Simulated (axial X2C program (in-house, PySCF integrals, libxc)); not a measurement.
# Outer orbitals of BiN⁻ at 2.034 Å, LDA

All values were computed with an in-house all-electron X2C program for linear molecules (integrals from PySCF). Spin-free means the one-electron spin-free X2C Hamiltonian; two-component (2c) means X2C with spin–orbit coupling and atomic mean-field two-electron Coulomb and Gaunt terms, so the difference of the two also holds small scalar two-electron terms. Basis: Bi dyall-acv3z [13s15p11d7f1g], N dyall-av3z [7s7p3d2f] (cores contracted in-house); Gaussian nuclei, density fitting, unrestricted open shells. Masses: Bi 208.980 u, N 14.003 u.

The distance is close to the 2c PBE0 minimum; the highest filled and lowest empty levels are listed.

Spin-free orbitals, state M_S = 1/2, Λ = 1 (beyond evenly filled blocks: π+α) (Löwdin shares):

```csv
symmetry,occupied,ε (eV),atomic character
σα,yes,-21.31,97% Bi d
σβ,yes,-21.28,97% Bi d
δ+α,yes,-21.18,100% Bi d
δ-α,yes,-21.18,100% Bi d
δ+β,yes,-21.14,100% Bi d
δ-β,yes,-21.14,100% Bi d
π+α,yes,-21.09,99% Bi d
π-α,yes,-21.09,99% Bi d
π-β,yes,-21.07,99% Bi d
π+β,yes,-21.07,99% Bi d
σα,yes,-12.47,"57% N s, 22% Bi s, 6% Bi p"
σβ,yes,-11.88,"52% N s, 26% Bi s, 7% N p"
σα,yes,-7.85,"51% Bi s, 20% N s, 13% N p"
σβ,yes,-7.49,"46% Bi s, 24% N s, 11% N p"
σα,yes,-1.16,"59% N p, 27% Bi p, 6% Bi s"
π+α,yes,-1.04,"62% N p, 34% Bi p"
π-α,yes,-1.04,"62% N p, 34% Bi p"
σβ,yes,-0.79,"57% N p, 28% Bi p, 6% Bi s"
π-β,yes,-0.51,"50% N p, 46% Bi p, 2% N d"
π+β,yes,-0.51,"50% N p, 46% Bi p, 2% N d"
π+α,yes,1.39,"52% Bi p, 29% N p, 11% Bi d"
π-α,no,1.39,"52% Bi p, 29% N p, 11% Bi d"
π-β,no,1.91,"41% Bi p, 37% N p, 13% Bi d"
π+β,no,1.91,"41% Bi p, 37% N p, 13% Bi d"
σα,no,2.44,"58% Bi p, 38% Bi s, 2% N p"
```

The highest filled level is positive, so this functional does not bind it, and the empty levels of an anion are set by the basis. A filled and an empty partner (Λ and −Λ, same spin) share one energy because the functional has no current term.

Spinors with spin–orbit coupling (state Ω = 1/2):

```tsv
ω	occupied	ε (eV)	atomic character	λ mixture
-1/2	yes	-22.53	98% Bi d	56% π, 44% σ
1/2	yes	-22.52	98% Bi d	57% π, 43% σ
3/2	yes	-22.51	100% Bi d	81% δ, 19% π
-3/2	yes	-22.49	100% Bi d	80% δ, 20% π
-1/2	yes	-19.71	97% Bi d	56% σ, 44% π
1/2	yes	-19.70	97% Bi d	57% σ, 43% π
-5/2	yes	-19.62	100% Bi d	100% δ
5/2	yes	-19.59	100% Bi d	100% δ
-3/2	yes	-19.56	99% Bi d	80% π, 20% δ
3/2	yes	-19.55	99% Bi d	81% π, 19% δ
-1/2	yes	-12.29	58% N s, 20% Bi s, 6% Bi p	100% σ
1/2	yes	-11.57	51% N s, 27% Bi s, 7% N p	100% σ
-1/2	yes	-7.59	52% Bi s, 19% N s, 13% N p	100% σ
1/2	yes	-7.20	46% Bi s, 24% N s, 11% Bi p	100% σ
1/2	yes	-1.42	46% Bi p, 46% N p, 2% N d	75% π, 25% σ
-1/2	yes	-1.40	45% N p, 44% Bi p, 4% Bi s	67% σ, 33% π
-3/2	yes	-0.72	70% N p, 25% Bi p, 2% Bi f	100% π
1/2	yes	-0.45	64% N p, 23% Bi p, 5% Bi s	70% σ, 30% π
-1/2	yes	-0.36	51% N p, 41% Bi p, 3% Bi s	68% π, 32% σ
3/2	yes	-0.01	54% N p, 41% Bi p	100% π
1/2	yes	1.30	44% Bi p, 37% N p, 10% Bi d	94% π, 6% σ
-3/2	no	1.81	61% Bi p, 21% N p, 11% Bi d	100% π
-1/2	no	1.94	49% N p, 28% Bi p, 14% Bi d	98% π, 2% σ
3/2	no	2.25	51% Bi p, 30% N p, 14% Bi d	100% π
-1/2	no	2.51	63% Bi p, 33% Bi s, 2% N p	100% σ
```

The highest filled level is positive, so this functional does not bind it, and the empty levels of an anion are set by the basis.

(1) How does the gap between the highest filled and lowest empty level change from the spin-free to the 2c table?

Mulliken charges and populations of the two-component result (they depend on the basis, above all on diffuse functions):

Bi -0.07 e (s 11.95 p 27.05 d 30.05 f 14.02), N -0.93 e (s 4.01 p 3.86 d 0.05 f 0.01). ⟨Lz⟩ = 0.98 ħ and ⟨Sz⟩ = -0.48 ħ (-0.07 and -0.42 on the two atoms), which add up to Ω.

One determinant describes the state; a PBE0 search over occupations chose it and may have missed a lower one. Density functionals use the spin component along the axis (collinear). Without a current term, density functionals place determinants with orbital angular momentum somewhat too high. The highest occupied level of some functionals is positive through self-interaction error; at Hartree–Fock it is bound.

## Answers

(1) From 0.00 to 0.51 eV at LDA, a change of 0.51 eV.
